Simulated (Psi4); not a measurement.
Noncovalent pair: C2H6 (SMILES CC) (first 8 atoms) with CH6Si (SMILES C[SiH3]); geometry from B3LYP-D3(BJ)/def2-TZVP, rigid monomers moved along the line of their centres of mass till H5···Si10 is 4.57 Å.
(charge 0, multiplicity 1):
```xyz
16

C      0.87884     0.08671     0.45526
C     -0.51024     0.68180     0.24485
H      1.55682     0.36664    -0.35336
H      0.84172    -1.00329     0.49444
H      1.32617     0.43233     1.38938
H     -0.47748     1.77314     0.22720
H     -1.19534     0.38359     1.04034
H     -0.94295     0.35027    -0.70096
C     -0.63779     0.59053     5.44900
Si    -0.27393    -1.24575     5.32471
H     -0.12219     1.02897     6.30537
H     -1.70791     0.76589     5.57371
H     -0.31236     1.11736     4.55117
H      1.17862    -1.48250     5.14404
H     -0.99152    -1.84830     4.17584
H     -0.70889    -1.94265     6.56026
```

Method: SAPT0/jun-cc-pV(D+d)Z run with Psi4.

Problem. Give the four SAPT terms and the total, and say what mostly holds the pair together.

Solution. electrostatics -0.01, exchange 0.03, induction 0.00, dispersion -0.32, total -0.30 kcal/mol; the largest attraction is dispersion.
